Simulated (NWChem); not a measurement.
**Electron attachment to I2Pb**

```xyz
3

Pb     0.0000     0.0000    -1.0068
I     -2.1936     0.0000     0.7788
I      2.1936     0.0000     0.7788
```
Charge 0, spin multiplicity 1.

The numbers come from NWChem runs, not from measurements. The geometry was optimised at PBE0/def2-SVP with def2 effective core potentials on I, Pb, a minimum by its harmonic frequencies.

Basis set: def2-SVPD. −ε marks an orbital energy of the parent. The basis adds only a small set of diffuse functions.

Effective core potentials replace the inner electrons of I, Pb; spin-orbit coupling is left out. The structure started from a generated list of species.

Order these methods by the vertical electron affinity they give, lowest first: −ε(LUMO) of PBE, G0W0@PBE, G0W0@BHandHLYP, −ε(LUMO) of BHandHLYP, evGW@PBE.

evGW@PBE (1.09 eV), G0W0@BHandHLYP (1.46 eV), G0W0@PBE (1.63 eV), −ε(LUMO) of BHandHLYP (2.73 eV), −ε(LUMO) of PBE (3.93 eV)
